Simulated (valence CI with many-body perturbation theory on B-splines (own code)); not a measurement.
Results of a calculation; reference values are marked as such.
**Energy levels of Pb⁵¹⁺**

Method: relativistic CI+MBPT: three valence electrons over a frozen Dirac-Fock core [Ar] 3d10, a basis of 11 s, 11 p, 10 d, 8 f, 5 g, 2 h functions for each j, with the one-electron correlation potential Σ1 (screened to all orders), the two-electron term Σ2, the three-electron term Σ3, Breit, model QED; selected single and double excitations, second order for the rest, scaled by the run's own slope (own B-spline code, finite nucleus).

The last digits are not significant, and no measured levels were compared; by estimate large intervals hold to a few tenths of a per cent, small ones and those within an open d or f shell to about a per cent.

Levels 46 to 90 of 174, with energies above the lowest level, (4s^2 4p1/2) J=1/2. "Leading %" is the weight of the configuration and term that name the level; weights of strongly mixed levels are sums over their largest components and can fall short, so below about 35 % the name and the second component can differ from the true leading terms, or belong to a minority configuration. In the jj column 3d3/2^4 stands for four electrons in 3d with j = 3/2.

| No. | Configuration | Term | J | E (× 10³ cm⁻¹) | Leading % | Leading jj | Second component |
| --- | --- | --- | --- | --- | --- | --- | --- |
| 46 | 4s 4p 4f | 2D | 5/2 | 5698.1 | 26 | 4s 4p1/2 4f5/2 (95 %) | 22 % 4s 4p 4f 2F |
| 47 | 4s 4p 4f | 4D | 7/2 | 5700.2 | 35 | 4s 4p1/2 4f7/2 (96 %) | 25 % 4s 4p 4f 4F |
| 48 | 4s 4p 4f | 4F | 3/2 | 5705.7 | 52 | 4s 4p1/2 4f5/2 (97 %) | 34 % 4s 4p 4f 2D |
| 49 | 4s 4p 4f | 2G | 9/2 | 5762.1 | 36 | 4s 4p1/2 4f7/2 (98 %) | 34 % 4s 4p 4f 4G |
| 50 | 4s 4p 4f | 2G | 7/2 | 5781.1 | 40 | 4s 4p1/2 4f7/2 (96 %) | 25 % 4s 4p 4f 2F |
| 51 | 4s 4p 4f | 2D | 5/2 | 5792.2 | 37 | 4s 4p1/2 4f7/2 (92 %) | 32 % 4s 4p 4f 2F |
| 52 | 4p2 4d | 2F | 5/2 | 6044.1 | 52 | 4p1/2 4p3/2 4d3/2 (94 %) | 37 % 4p2 4d 4F |
| 53 | 4p2 4d | 4F | 3/2 | 6063.0 | 40 | 4p1/2 4p3/2 4d3/2 (98 %) | 25 % 4p2 4d 4D |
| 54 | 4p2 4d | 4D | 1/2 | 6065.5 | 81 | 4p1/2 4p3/2 4d3/2 (99 %) | 15 % 4p2 4d 2P |
| 55 | 4p2 4d | 2G | 7/2 | 6118.8 | 45 | 4p1/2 4p3/2 4d3/2 (88 %) | 26 % 4p2 4d 2F |
| 56 | 4p3 | 2P° | 3/2 | 6150.1 | 49 | 4p3/2^3 (94 %) | 28 % 4p3 2D° |
| 57 | 4p2 4d | 2D | 3/2 | 6216.7 | 41 | 4p1/2 4p3/2 4d3/2 (95 %) | 26 % 4p2 4d 2P |
| 58 | 4p2 4d | 4P | 1/2 | 6236.0 | 36 | 4p1/2 4p3/2 4d3/2 (95 %) | 34 % 4p2 4d 2P |
| 59 | 4p2 4d | 2D | 5/2 | 6236.8 | 32 | 4p1/2 4p3/2 4d3/2 (85 %) | 21 % 4p2 4d 4P |
| 60 | 4p2 4d | 4D | 7/2 | 6347.8 | 48 | 4p1/2 4p3/2 4d5/2 (98 %) | 35 % 4p2 4d 4F |
| 61 | 4p2 4d | 2G | 9/2 | 6378.2 | 61 | 4p1/2 4p3/2 4d5/2 (94 %) | 34 % 4p2 4d 4F |
| 62 | 4p2 4d | 2P | 3/2 | 6404.8 | 49 | 4p1/2 4p3/2 4d5/2 (96 %) | 26 % 4p2 4d 4P |
| 63 | 4p2 4d | 2D | 5/2 | 6417.1 | 39 | 4p1/2 4p3/2 4d5/2 (94 %) | 30 % 4p2 4d 2F |
| 64 | 4p2 4d | 2F | 7/2 | 6511.2 | 55 | 4p1/2 4p3/2 4d5/2 (88 %) | 19 % 4p2 4d 2G |
| 65 | 4p2 4d | 4P | 5/2 | 6521.0 | 34 | 4p1/2 4p3/2 4d5/2 (90 %) | 32 % 4p2 4d 2D |
| 66 | 4p2 4d | 2D | 3/2 | 6540.0 | 60 | 4p1/2 4p3/2 4d5/2 (94 %) | 16 % 4p2 4d 2P |
| 67 | 4p2 4d | 2P | 1/2 | 6545.5 | 56 | 4p1/2 4p3/2 4d5/2 (95 %) | 35 % 4p2 4d 2S |
| 68 | 4s 4d2 | 4F | 3/2 | 6626.9 | 78 | 4s 4d3/2^2 (94 %) | 16 % 4s 4d2 2D |
| 69 | 4s 4d2 | 4F | 5/2 | 6678.1 | 52 | 4s 4d3/2^2 (87 %) | 22 % 4s 4d2 2D |
| 70 | 4p2 4f | 2F° | 5/2 | 6694.5 | 39 | 4p1/2^2 4f5/2 (98 %) | 31 % 4p2 4f 4G° |
| 71 | 4s 4d2 | 4P | 1/2 | 6737.5 | 63 | 4s 4d3/2^2 (91 %) | 26 % 4s 4d2 2S |
| 72 | 4p2 4f | 2F° | 7/2 | 6792.1 | 35 | 4p1/2^2 4f7/2 (98 %) | 17 % 4p2 4f 4F° |
| 73 | 4s 4d2 | 4F | 7/2 | 6873.7 | 63 | 4s 4d3/2 4d5/2 (72 %) | 9 % 4s 4d2 2G |
| 74 | 4s 4d2 | 4F | 5/2 | 6897.1 | 31 | 4s 4d3/2 4d5/2 (74 %) | 22 % 4s 4d2 4P |
| 75 | 4s 4d2 | 2G | 9/2 | 6907.0 | 42 | 4s 4d3/2 4d5/2 (58 %) | 21 % 4s 4p 4f 4G |
| 76 | 4s 4d2 | 4P | 3/2 | 6927.0 | 70 | 4s 4d3/2 4d5/2 (90 %) | 14 % 4s 4d2 2D |
| 77 | 4s 4d2 | 2G | 7/2 | 6952.8 | 43 | 4s 4d3/2 4d5/2 (66 %) | 16 % 4s 4d2 4F |
| 78 | 4s 4d2 | 4P | 3/2 | 6979.0 | 24 | 4s 4d3/2 4d5/2 (50 %) | 17 % 4s 4p 4f 4D |
| 79 | 4s 4d2 | 4P | 5/2 | 6986.1 | 33 | 4s 4d3/2 4d5/2 (59 %) | 24 % 4s 4d2 2F |
| 80 | 4s 4p 4f | 4F | 7/2 | 7002.7 | 34 | 4s 4p3/2 4f5/2 (68 %) | 17 % 4s 4p 4f 2F |
| 81 | 4s 4p 4f | 4D | 1/2 | 7021.1 | 92 | 4s 4p3/2 4f5/2 (92 %) | 5 % 4s 4d2 2P |
| 82 | 4s 4d2 | 2F | 5/2 | 7021.4 | 33 | 4s 4p3/2 4f5/2 (49 %) | 21 % 4s 4p 4f 4F |
| 83 | 4s 4p 4f | 4F | 9/2 | 7026.3 | 59 | 4s 4p3/2 4f7/2 (75 %) | 21 % 4s 4p 4f 4G |
| 84 | 4s 4p 4f | 4D | 3/2 | 7035.7 | 54 | 4s 4p3/2 4f5/2 (55 %) | 14 % 4s 4d2 2D |
| 85 | 4s 4p 4f | 4G | 11/2 | 7052.3 | 100 | 4s 4p3/2 4f7/2 (100 %) |  |
| 86 | 4s 4d2 | 2P | 1/2 | 7052.4 | 60 | 4s 4d3/2 4d5/2 (80 %) | 20 % 4s 4d2 4P |
| 87 | 4s 4p 4f | 2F | 7/2 | 7061.9 | 34 | 4s 4p3/2 4f7/2 (82 %) | 22 % 4s 4p 4f 4D |
| 88 | 4s 4d2 | 4F | 9/2 | 7090.8 | 55 | 4s 4p3/2 4f5/2 (40 %) | 31 % 4s 4p 4f 2G |
| 89 | 4s 4p 4f | 2F | 5/2 | 7096.0 | 47 | 4s 4p3/2 4f7/2 (77 %) | 32 % 4s 4p 4f 4D |
| 90 | 4s 4p 4f | 2F | 5/2 | 7145.8 | 53 | 4s 4p3/2 4f5/2 (66 %) | 23 % 4s 4p 4f 2D |
